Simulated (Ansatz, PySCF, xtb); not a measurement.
Pair of molecules: C2H2 (SMILES C#C) (first 4 atoms) with C2H6O (SMILES COC); geometry from B3LYP-D3(BJ)/def2-TZVP, rigid monomers moved along the line of their centres of mass till H4···O6 is 2.97 Å.
(charge 0, multiplicity 1):
```xyz
13

C      0.536     0.042    -0.219
C      0.053     0.006     0.877
H      0.964     0.073    -1.192
H     -0.374    -0.025     1.857
C     -0.613     1.404     5.196
O     -0.891     0.081     4.781
C     -0.033    -0.869     5.381
H      0.410     1.697     4.933
H     -0.743     1.512     6.280
H     -1.316     2.059     4.685
H      1.017    -0.675     5.126
H     -0.317    -1.849     5.002
H     -0.137    -0.861     6.473
```

Interaction energies are E(AB) − E(A) − E(B) at the monomers' geometry in the complex; basis-set methods are counterpoise corrected. Rows marked so take none.

Cores are frozen in the correlated methods. Rows in 3-21G, 6-31G* carry no dispersion term and start afresh at each structure (6-31G* with six Cartesian d functions). MP2/6-31G* freezes PySCF's default core.

Run with Ansatz (an electronic-structure program); PySCF for 3-21G rows, 6-31G* rows, the dispersion terms; xtb for the GFN methods. 

```
level                           interaction energy (kcal/mol)
------------------------------  -----------------------------
GFN1-xTB                                                -0.92
HF/3-21G (no counterpoise)                              -3.18
HF/6-31G*                                               -1.44
r2SCAN/def2-TZVPPD                                      -1.46
B3LYP/6-31G* (no counterpoise)                          -2.29
B3LYP/def2-TZVPPD                                       -1.19
PBE0-D3(BJ)/def2-TZVPPD                                 -1.95
MP2/6-31G* (no counterpoise)                              ___
CCSD(T)/aug-cc-pVDZ                                       ___
```

Q: Some entries are withheld; supply them.

A: 
- MP2/6-31G* (no counterpoise), interaction energy (kcal/mol): -2.78
- CCSD(T)/aug-cc-pVDZ, interaction energy (kcal/mol): -1.76
